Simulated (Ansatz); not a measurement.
`[SiH3]C#C[SiH2]Cl` + H₂ → `C#C[SiH3]` + `[SiH3]Cl`  (hydrogenolysis of a C–Si bond)

Gas-phase electronic energies from Ansatz, PBE0-D4/def2-TZVP geometries. CCSD(T)/CBS is the MP2 limit (def2-TZVPP, def2-QZVPP) plus CCSD(T) − MP2 in def2-TZVPP, frozen cores. This one scheme is used for every species. DFT in def2-TZVPP. HSE06 is defined as in plane-wave codes.

```
             level  ΔE (kJ/mol)  difference from CCSD(T)/CBS
           BLYP-D4         23.6                          4.8
           PBE0-D4         18.0                         -0.8
        r2SCANh-D4         21.4                          2.6
           ωB97M-V         15.5                         -3.3
          PBE-QIDH         16.9                         -1.9
               PBE         16.3                         -2.5
            revPBE         15.0                         -3.8
              PBE0         12.6                         -6.2
             HSE06         13.0                         -5.8
         CAM-B3LYP          7.6                        -11.2
RPA@PBE/def2-TZVPP         14.8                         -4.0
  CCSD(T)/def2-SVP          7.8                        -11.0
   CCSD/def2-TZVPP         11.4                         -7.4
    MP2/def2-QZVPP         26.7                          7.9
      HF/CBS(def2)         -3.5                        -22.3
     MP2/CBS(def2)         27.6                          8.8
       CCSD(T)/CBS         18.8                            0
```

Largest T1 diagnostic among the species: 0.013.

In def2-TZVPP, CCSD(T) changes the Hartree–Fock value by +20.2 kJ/mol (the triples alone add +5.3 kJ/mol) and MP2 by +29.0 kJ/mol. The D4 term adds +9.5 kJ/mol with B3LYP and +5.4 kJ/mol with PBE0; it sums over pairs of atoms, weighted by their polarisabilities, and B3LYP, whose exchange is more repulsive, gets the larger term. From BLYP to BHLYP (50 % exact exchange), in def2-TZVPP and without D4, ΔE moves by −5.9 kJ/mol.

B3LYP here is the variant with VWN-RPA as its local correlation; programs differ in this.
